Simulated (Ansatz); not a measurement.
Consider the homolysis of the Ge–S bond: `O[SiH](F)[S][GeH3]` → `[GeH3]`• + `O[SiH](F)[S]`•.

Calculated with Ansatz (gas phase, PBE0-D4/def2-TZVP geometries, no zero-point term in ΔE). CCSD(T)/CBS adds triple-zeta CCSD(T) − MP2 to the extrapolated MP2 energy (def2 sets, frozen cores). DFT in def2-TZVPP. B3LYP here is the variant with VWN-RPA as its local correlation; programs differ in this. HSE06 is defined as in plane-wave codes. No spin–orbit coupling; open shells (•) take unrestricted orbitals. For Ge outer-core shells are correlated without core-valence functions, which leaves a few kJ/mol of doubt a bond. Scalar relativity is left out up to krypton. Each species was taken in one conformer, which may not be the lowest.

`O[SiH](F)[S][GeH3]`:

Cartesian coordinates in Å:
```
O 1.482 -0.734 0.303
Si 1.239 0.840 -0.065
F 1.345 0.980 -1.653
S -0.644 1.408 0.663
Ge -1.763 -0.474 0.184
H 2.154 -1.211 -0.187
H 2.266 1.741 0.494
H -1.365 -0.971 -1.210
H -3.236 -0.049 0.213
H -1.478 -1.530 1.256
```

`[GeH3]`•:

Cartesian coordinates in Å:
```
Ge -0.299 -0.077 -0.170
H 0.261 1.226 -0.769
H 0.678 -1.248 -0.380
H -0.640 0.100 1.320
```

`O[SiH](F)[S]`•:

Z-matrix (Å, degrees):
```
Si
F 1 1.592
S 1 2.123 2 105.0
O 1 1.625 2 112.7 3 -119.4
H 1 1.470 2 107.9 3 123.7
H 4 0.960 1 118.3 2 69.7
```

```tsv
level	ΔE (kJ/mol)	difference from CCSD(T)/CBS
LDA (SPW92)	390.8	35.8
PBE-D4	342.1	-12.9
BLYP-D4	323.6	-31.4
r2SCAN-D4	333.5	-21.5
B97M-V	349.2	-5.8
PBE0-D4	342.9	-12.1
B3LYP-D4	330.3	-24.7
r2SCANh-D4	332.8	-22.2
HSE06-D4	342.6	-12.4
BHLYP-D4	329.2	-25.8
CAM-B3LYP-D4	330.9	-24.1
ωB97X-V	350.7	-4.3
ωB97M-V	346.2	-8.8
B2PLYP	330.0	-25.0
PBE-QIDH	348.7	-6.3
revPBE	308.6	-46.4
BLYP	300.8	-54.2
r2SCAN	330.7	-24.3
PBE0	333.1	-21.9
r2SCANh	329.7	-25.3
r2SCAN0	328.0	-27.0
HSE06	333.2	-21.8
BHLYP	312.2	-42.8
CAM-B3LYP	320.4	-34.6
LC-ωPBE	329.4	-25.6
RPA@PBE/def2-TZVPP	325.1	-29.9
HF/def2-SVP	236.6	-118.4
MP2/def2-SVP	336.8	-18.2
CCSD/def2-SVP	314.5	-40.5
CCSD(T)/def2-SVP	322.1	-32.9
HF/def2-TZVPP	233.5	-121.5
MP2/def2-TZVPP	360.5	5.5
SCS-MP2/def2-TZVPP	349.9	-5.1
CCSD/def2-TZVPP	329.3	-25.7
CCSD(T)/def2-TZVPP	340.7	-14.3
HF/def2-QZVPP	231.9	-123.1
MP2/def2-QZVPP	368.1	13.1
SCS-MP2/def2-QZVPP	357.9	2.9
HF/CBS(def2)	231.6	-123.4
MP2/CBS(def2)	374.7	19.7
CCSD(T)/CBS	355.0	0
```

Largest T1 diagnostic among the species: 0.014.

The D4 term adds +18.2 kJ/mol with B3LYP and +9.9 kJ/mol with PBE0; it sums over pairs of atoms, weighted by their polarisabilities, and B3LYP, whose exchange is more repulsive, gets the larger term. From BLYP to BHLYP (50 % exact exchange), in def2-TZVPP and without D4, ΔE moves by +11.4 kJ/mol. In def2-TZVPP, CCSD(T) changes the Hartree–Fock value by +107.2 kJ/mol (the triples alone add +11.4 kJ/mol) and MP2 by +127.0 kJ/mol; breaking electron pairs costs correlation energy, which Hartree–Fock lacks.
